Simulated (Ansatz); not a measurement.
# Molecular dynamics, step by step

C₂H₄BN (SMILES CB=C=N), singlet, r2SCAN-D4/6-31G (Ansatz 0.2.0). Settings (timestep in fs, temperature in K, friction in 1/fs; T counts 24 degrees of freedom, while the starting velocities carry no drift of the centre of mass, so T starts below the set value):

```yaml
hamiltonian: {xc: r2scan, dispersion: d4}
md: {n_steps: 40, timestep: 0.75, temperature: 300, ensemble: nvt_langevin, seed: 618, friction: 0.002, initial_velocities: maxwell_boltzmann}
```

Start (the SMILES describes the start alone):

```csv
atom,x (Å),y (Å),z (Å)
C1,0.7279,1.1607,0.6420
B2,-0.0361,0.0288,-0.0769
C3,-0.5468,-1.1635,-0.5488
N4,-1.0216,-2.2213,-0.9859
H5,0.7504,2.1005,0.0905
H6,1.7536,0.8971,0.9023
H7,0.2095,1.3666,1.5808
H8,-1.8369,-2.1689,-1.6040
```

```tsv
step	time (fs)	potential energy less the start (meV)	kinetic energy (meV)	T (K)
0	0.00	0.0	271.4	262
2	1.50	40.7	228.5	221
4	3.00	90.8	174.3	169
6	4.50	91.9	177.5	172
8	6.00	81.3	191.5	185
10	7.50	102.6	161.9	157
12	9.00	118.1	149.2	144
14	10.50	104.7	155.7	151
16	12.00	117.2	155.1	150
18	13.50	162.6	113.5	110
20	15.00	175.2	107.7	104
22	16.50	143.2	145.7	141
24	18.00	127.1	147.6	143
26	19.50	141.5	129.7	125
28	21.00	125.9	148.4	143
30	22.50	98.6	170.6	165
32	24.00	98.0	166.9	161
34	25.50	104.7	176.0	170
36	27.00	85.9	210.0	203
38	28.50	53.8	243.2	235
40	30.00	57.0	231.9	224
```

Step 2, positions (Å) and forces (eV/Å):

| atom | x | y | z | Fx | Fy | Fz |
| --- | --- | --- | --- | --- | --- | --- |
| C1 | 0.722 | 1.156 | 0.642 | 0.017 | 0.710 | -0.146 |
| B2 | -0.045 | 0.032 | -0.075 | 0.653 | 0.871 | 0.393 |
| C3 | -0.531 | -1.166 | -0.554 | -0.074 | 0.684 | 0.157 |
| N4 | -1.026 | -2.219 | -0.981 | 0.477 | -1.575 | 0.270 |
| H5 | 0.760 | 2.129 | 0.079 | -0.267 | -0.638 | 0.375 |
| H6 | 1.773 | 0.908 | 0.878 | -0.256 | -0.131 | 0.136 |
| H7 | 0.194 | 1.372 | 1.608 | 0.323 | -0.116 | -0.476 |
| H8 | -1.803 | -2.199 | -1.622 | -0.874 | 0.195 | -0.709 |

Step 4, positions (Å) and forces (eV/Å):

| atom | x | y | z | Fx | Fy | Fz |
| --- | --- | --- | --- | --- | --- | --- |
| C1 | 0.717 | 1.154 | 0.641 | 0.278 | 1.263 | 0.069 |
| B2 | -0.054 | 0.037 | -0.072 | 0.742 | 0.818 | 0.245 |
| C3 | -0.516 | -1.167 | -0.560 | -0.456 | 0.354 | 0.011 |
| N4 | -1.029 | -2.220 | -0.976 | 0.438 | -1.414 | 0.203 |
| H5 | 0.762 | 2.143 | 0.074 | -0.364 | -1.015 | 0.589 |
| H6 | 1.789 | 0.916 | 0.858 | -0.689 | -0.128 | 0.155 |
| H7 | 0.186 | 1.374 | 1.623 | 0.594 | -0.197 | -0.823 |
| H8 | -1.787 | -2.226 | -1.653 | -0.544 | 0.320 | -0.449 |

Step 18, positions (Å) and forces (eV/Å):

| atom | x | y | z | Fx | Fy | Fz |
| --- | --- | --- | --- | --- | --- | --- |
| C1 | 0.698 | 1.163 | 0.635 | 0.123 | 1.133 | 0.880 |
| B2 | -0.076 | 0.072 | -0.064 | 0.340 | -1.485 | -1.071 |
| C3 | -0.450 | -1.174 | -0.614 | -1.006 | 0.136 | 0.833 |
| N4 | -1.036 | -2.263 | -0.943 | 0.988 | 0.813 | 0.062 |
| H5 | 0.632 | 2.156 | 0.100 | 0.475 | -0.851 | 0.537 |
| H6 | 1.758 | 0.824 | 0.844 | -0.846 | 0.535 | -0.369 |
| H7 | 0.262 | 1.348 | 1.661 | 0.272 | -0.161 | -0.653 |
| H8 | -1.662 | -2.167 | -1.758 | -0.347 | -0.119 | -0.218 |

Last step (40):

| atom | x (Å) | y (Å) | z (Å) |
| --- | --- | --- | --- |
| C1 | 0.6701 | 1.2063 | 0.6331 |
| B2 | 0.0312 | 0.0569 | -0.1680 |
| C3 | -0.4818 | -1.1762 | -0.6046 |
| N4 | -0.9993 | -2.2757 | -0.9180 |
| H5 | 0.6873 | 2.1983 | 0.2246 |
| H6 | 1.7183 | 0.9189 | 0.6917 |
| H7 | 0.3224 | 1.2667 | 1.6540 |
| H8 | -1.5861 | -2.3800 | -1.7738 |

Hardware: 2 CPU threads of an Intel Xeon, shared host. Wall time about 3.6 min.
